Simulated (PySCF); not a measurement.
## RuF at PBE0

Level: PBE0. Ru cc-pVDZ-PP with ECP28, F cc-pVDZ; scalar-relativistic core potentials (PySCF 2.14).

```
state                                                    : ⁴Δ (quartet), unpaired electrons π ↑↑, δ ↑, a second solution, started from another occupation
bond length                                              : 1.896 Å
harmonic wavenumber                                      : 583 cm⁻¹
force constant                                           : 3.21 mdyn/Å
rotational constant Be                                   : 0.2927 cm⁻¹
anharmonicity ωexe                                       : 2.77 cm⁻¹
vibration–rotation constant αe                           : 0.00200 cm⁻¹
energy of the minimum from ground-state Ru (4d7 5s1) + F : -3.89 eV
bond order (Mayer)                                       : 1.11
dipole moment (positive dipole means Ru(−)F(+))          : -4.56 D
```

These are scalar-relativistic numbers at best; spin–orbit coupling would shift them, the dissociation energy most.
